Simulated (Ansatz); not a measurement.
Te4Pt, relaxed as a singlet with RKS B3LYP-D4/def2-SVP in Ansatz, starting from the GFN2-xTB geometry. Force threshold 0.02 eV/Å.

In the def2 sets Pt, Te take a core potential; there is no spin–orbit coupling. The restricted singlet is unstable towards broken spin symmetry in Hartree–Fock (as tested in another run); at B3LYP-D4/def2-SVP this wasn't settled. The structure comes from a short search, and lower isomers may exist.

Start:

```
atom    x (Å)    y (Å)    z (Å)
 Pt1  -0.1728   0.7673   0.3202
 Te2   1.3697  -1.4715   0.3550
 Te3  -0.7710  -1.1935  -1.4664
 Te4  -2.0921   1.1933  -1.2059
 Te5   1.6662   0.7043   1.9970
```

| step | energy (eV) | largest force component (eV/Å) | SCF passes |
| --- | --- | --- | --- |
| 1 | -32434.7366 | 1.239 | 21 |
| 2 (rejected) | -32434.6708 | 1.286 | 36 |
| 3 | -32434.9145 | 0.181 | 30 |
| 4 | -32434.9194 | 0.022 | 30 |
| 5 | -32434.9195 | 0.003 | 23 |

Force components are those of the run's own axes.

End:

```xyz
5

Pt   -0.161    0.717    0.299
Te    1.462   -1.501    0.422
Te   -0.855   -1.200   -1.548
Te   -2.145    1.242   -1.225
Te    1.699    0.741    2.052
```

By distances, no bond broke or formed. The bond that changes most is Te2–Te3, from 2.82 to 3.06 Å (atoms count from 1).

No frequencies were taken in this run, so the end may be a saddle point.

Hardware: 4 threads of Arm Neoverse V1 on a shared host. Wall time 23 s.
